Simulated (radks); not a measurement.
Neutral manganese, configuration [Ar] 3d5 4s2 (the NIST ground configuration).

Method: scalar-relativistic Kohn-Sham, r2SCAN, spin-unpolarised, spherical densities, finite nucleus; meta-GGA in the generalised Kohn-Sham scheme; Fermi nuclear charge, rms radius 3.7057 fm; hard spherical wall at 15 bohr; computed with a radial shooting solver on a logarithmic mesh with Libxc functionals.

Energy parts (Ry):
| part | energy |
|---|---|
| total | -2316.93169 |
| kinetic | 2342.53866 |
| electron-nucleus | -5530.31351 |
| Hartree | 975.00546 |
| exchange-correlation | -104.16229 |

Orbitals (lengths in bohr, moments of r in powers of bohr; r(max) is where P^2 peaks; r(90%) holds 90 % of the orbital's charge):
| orbital | occ. | eigenvalue (Ry) | r(max) | <r> | r(90%) |
|---|---|---|---|---|---|
| 1s | 2 | -474.2936 | 0.03988 | 0.06091 | 0.109 |
| 2s | 2 | -55.33646 | 0.2322 | 0.2788 | 0.432 |
| 2p | 6 | -46.77162 | 0.1884 | 0.2469 | 0.405 |
| 3s | 2 | -6.54087 | 0.7354 | 0.8512 | 1.27 |
| 3p | 6 | -4.14656 | 0.7523 | 0.9044 | 1.39 |
| 3d | 5 | -0.49810 | 0.7651 | 1.222 | 2.16 |
| 4s | 2 | -0.39041 | 2.533 | 3.099 | 4.71 |
| 4p | 0 | -0.08189 | 3.254 | 3.990 | 6.09 |
| 5s | 0 | 0.16903 | 6.715 | 7.423 | 11.1 |
| 4d | 0 | 0.24231 | 5.601 | 6.947 | 10.9 |

The highest occupied level is 4s at -5.312 eV. The density falls to 0.001 e/bohr^3 at r = 4.56 bohr.
